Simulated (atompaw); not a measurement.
# What one change does to a pseudopotential (Mn (Z = 25), PAW (atompaw))

```
Element                 : Mn
Generator               : atompaw 4.2.0.5
Type                    : PAW
Functional              : LDA (PW92)
Relativity              : scalar-relativistic
Frozen core             : [Ar]
Valence charge          : 7
Reference configuration : 3d5 4s1 4p0 (charge +1)
Partial waves           : 4s (bound): rc 2.65 bohr; 4s channel at 0.3 Ry: rc 2.65 bohr; 4p (bound, empty): rc 3.00 bohr; 4p channel at 0.95 Ry: rc 3.00 bohr; 3d (bound): rc 1.10 bohr; 3d channel at 3.55 Ry: rc 1.10 bohr
Local potential         : troulliermartins scheme with l = 3 at 0.5 Ry, radius 2.15 bohr
Core correction         : smooth core density matched at 2.95 bohr
Augmentation charge     : besselshape compensation charge, radius 2.20 bohr; PAW radius 3.00 bohr; waves and projectors: custom rrkj vanderbiltortho
```

Change: reference 3d5 4s0.5 4p0.

Cutoffs: the cutoffs (Ry, on a coarse ladder) from which the occupation-weighted sum of valence levels, in a spherical-Bessel basis at the reference potential, stays within 10 and 1 mRy of its value at 400 Ry; they do not see the model core or the augmentation charge, which bear on the density cutoff.

**Question.** What does the change do?

**Answer.** The potential gets neither clearly harder nor softer (90 Ry and 140 Ry → 90 Ry and 140 Ry); the range in which the d phases agree narrows (upper end 4.6 → 2.2); neither file shows a bound ghost.

| quantity | base | changed |
| --- | --- | --- |
| cutoff, loose | 90 Ry | 90 Ry |
| cutoff, tight | 140 Ry | 140 Ry |
| bound ghosts | none | none |
| s: phases at 3.00 bohr within 0.05 rad from the reference energy up to (Ry; the scan ends near 5) | 0.9 | 0.6 |
| p: phases at 3.00 bohr within 0.05 rad from the reference energy up to (Ry; the scan ends near 5) | 2.6 | 2.4 |
| d: phases at 3.00 bohr within 0.05 rad from the reference energy up to (Ry; the scan ends near 5) | 4.6 | 2.2 |
| lowest overlap eigenvalue by channel | s 0.34, p 0.51, d 1.00 | s 0.35, p 0.49, d 1.00 |

 The cutoffs see the waves, projectors and local potential, not the compensation charge or the core.
